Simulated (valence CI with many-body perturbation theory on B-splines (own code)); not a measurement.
# Dy16+: key properties

Calculated by configuration interaction combined with many-body perturbation theory (CI+MBPT): four valence electrons over a frozen Dirac-Fock core [Kr] 4d10, a basis of 7 s, 7 p, 7 d, 7 f, 4 g, 2 h functions for each j, with the one-electron correlation potential Σ1 (screened to all orders), the two-electron term Σ2, the three-electron term Σ3, Breit, model QED; selected single and double excitations, second order for the rest, scaled by the run's own slope (own B-spline code, finite nucleus).

No measured spectrum was set against this ion. As an estimate, terms of the open shell hold to a few per cent of their energy, and close levels can change places.

Rates and lifetimes use the calculated energies. Strong lines usually hold to 10 to 20 %, long lifetimes can be off by a factor of two.

What is the ground level?

4f4 5I_4, composition 94 % 4f4 5I + 6 % 4f4 3H, g = 0.611.

Where does the other parity begin?

At 4f3.5s 5I°_4, 102070 cm⁻¹.

Name the longest-lived excited levels whose lifetime is computed, and their main decay.

4f4 5F_2 at 25313 cm⁻¹ lives 90.3 s, mostly by M1 to 4f4 5F_1; 4f4 5S_2 at 29463 cm⁻¹ lives 2.22 s, mostly by M1 to 4f4 5F_2; 4f4 5F_3 at 28042 cm⁻¹ lives 779 ms, mostly by M1 to 4f4 5F_2. The lifetime of 4f4 5F_1 is too uncertain to give, and may be longer.

What is the ionisation energy?

357.33 eV; NIST lists 366 ± 19 eV (theoretical).

How is the term 5I of the ground level split?

J = 4 at 0.0, J = 5 at 4436, J = 6 at 8955, J = 7 at 13399, J = 8 at 17710 cm⁻¹.
